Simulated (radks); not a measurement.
All-electron atom: Ca3+ in [Ne] 3s2 3p3 4s2 (not the ground configuration).

Calculated with a radial shooting solver on a logarithmic mesh with Libxc functionals: non-relativistic Kohn-Sham, revPBE, spin-polarised, spherical densities, point nucleus; open shells are filled with parallel spins first.

Energy parts (hartree):
| part | energy |
|---|---|
| total | -672.12944 |
| kinetic | 671.56431 |
| electron-nucleus | -1560.17889 |
| Hartree | 250.79948 |
| exchange-correlation | -34.31434 |

Orbitals (lengths in bohr, moments of r in powers of bohr; r(max) is where P^2 peaks; r(90%) holds 90 % of the orbital's charge):
orbital,occ.,eigenvalue (hartree),<r>,r(90%),r(max)
1s up,1,-146.5945,0.07736,0.138,0.05080
1s down,1,-146.5568,0.07734,0.138,0.05079
2s up,1,-17.20340,0.3658,0.569,0.3016
2s down,1,-17.17293,0.3655,0.568,0.3018
2p up,3,-14.42001,0.3274,0.539,0.2469
2p down,3,-14.37309,0.3273,0.539,0.2473
3s up,1,-3.52589,1.081,1.59,0.9645
3s down,1,-3.30910,1.090,1.61,0.9641
3p up,3,-2.79164,1.132,1.70,0.9908
3p down,0,-2.58333,1.150,1.74,0.9921
4s up,1,-1.08789,2.603,3.72,2.432
4s down,1,-1.06799,2.660,3.78,2.488

The highest occupied level is 4s down at -29.062 eV. The configuration is held as typed, so some empty levels lie below it. The density falls to 0.001 e/bohr^3 at r = 4.06 bohr.
